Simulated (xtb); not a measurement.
scandium atom (Sc), doublet (GFN-xTB shapes and energies of metal compounds can be far from the true ones); xtb 6.7.1 with GFN1-xTB.

Input for xtb:
```
$ xtb mol.xyz --gfn 1 --chrg 0 --uhf 1 --json

# file mol.xyz
1

Sc     0.00000000     0.00000000     0.00000000
```

### Question
What does xtb print? Leave out banner, timings and long lists.

### Answer

```
   ID    Z sym.   atoms
    1   21 Sc     1

           -------------------------------------------------
          |                Calculation Setup                |
           -------------------------------------------------

           -------------------------------------------------
          |                 G F N 1 - x T B                 |
           -------------------------------------------------

          ...................................................
          :                      SETUP                      :
          :.................................................:
          :  # basis functions                  10          :
          :  # atomic orbitals                   9          :
          :  # shells                            3          :
          :  # electrons                         3          :
          :  # halogen bonds                     0          :
          :  max. iterations                   250          :
          :  Hamiltonian                  GFN1-xTB          :
          :  restarted?                      false          :
          :  GBSA solvation                  false          :
          :  PC potential                    false          :
          :  electronic temp.          300.0000000     K    :
          :  accuracy                    1.0000000          :
          :  -> integral cutoff          0.2500000E+02      :
          :  -> integral neglect         0.1000000E-07      :
          :  -> SCF convergence          0.1000000E-05 Eh   :
          :  -> wf. convergence          0.2000000E-04 e    :
          :  Broyden damping             0.4000000          :
          :  net charge                          0          :
          :  unpaired electrons                  1          :
          ...................................................

 iter      E             dE          RMSdq      gap      omega  full diag
   1     -0.9739522 -0.973952E+00  0.164E-09    0.00       0.0  T
   2     -0.9739522  0.000000E+00  0.131E-09    0.00       0.0  T
   3     -0.9739522  0.000000E+00  0.101E-09    0.00       0.0  T

   *** convergence criteria satisfied after 3 iterations ***

         :::::::::::::::::::::::::::::::::::::::::::::::::::::
         ::                     SUMMARY                     ::
         :::::::::::::::::::::::::::::::::::::::::::::::::::::
         :: total energy              -0.973952222770 Eh    ::
         :: gradient norm              0.000000000000 Eh/a0 ::
         :: HOMO-LUMO gap              0.000000000000 eV    ::
         ::.................................................::
         :: SCC energy                -0.973952222770 Eh    ::
         :: -> electrostatic           0.000000000000 Eh    ::
         :: repulsion energy           0.000000000000 Eh    ::
         :: dispersion energy          0.000000000000 Eh    ::
         :: halogen bond corr.         0.000000000000 Eh    ::
         :: add. restraining           0.000000000000 Eh    ::
         :: total charge              -0.000000000083 e     ::
         :::::::::::::::::::::::::::::::::::::::::::::::::::::

           -------------------------------------------------
          |                Property Printout                |
           -------------------------------------------------

    * Orbital Energies and Occupations

         #    Occupation            Energy/Eh            Energy/eV
      -------------------------------------------------------------
         1        2.0000           -0.3540041              -9.6329
         2        0.2000           -0.2635669              -7.1720 (HOMO)
         3        0.2000           -0.2635669              -7.1720 (LUMO)
         4        0.2000           -0.2635669              -7.1720
         5        0.2000           -0.2635669              -7.1720
         6        0.2000           -0.2635669              -7.1720
         7                         -0.0256006              -0.6966
         8                         -0.0256006              -0.6966
         9                         -0.0256006              -0.6966
      -------------------------------------------------------------
                  HL-Gap            0.0000000 Eh            0.0000 eV
             Fermi-level           -0.2868347 Eh           -7.8052 eV

  Mulliken/CM5 charges         n(s)   n(p)   n(d)
     1Sc   -0.00000 -0.00000   2.000  0.000  1.000

Wiberg/Mayer (AO) data.
largest (>0.10) Wiberg bond orders for each atom

 ---------------------------------------------------------------------------
     #   Z sym  total        # sym  WBO       # sym  WBO       # sym  WBO
 ---------------------------------------------------------------------------
     1  21 Sc   0.000
 ---------------------------------------------------------------------------

 dipole moment from electron density (au)
     X       Y       Z
   0.0000   0.0000   0.0000  total (Debye):    0.000

           -------------------------------------------------
          | TOTAL ENERGY               -0.973952222770 Eh   |
          | GRADIENT NORM               0.000000000000 Eh/α |
          | HOMO-LUMO GAP               0.000000000000 eV   |
           -------------------------------------------------

normal termination of xtb
```
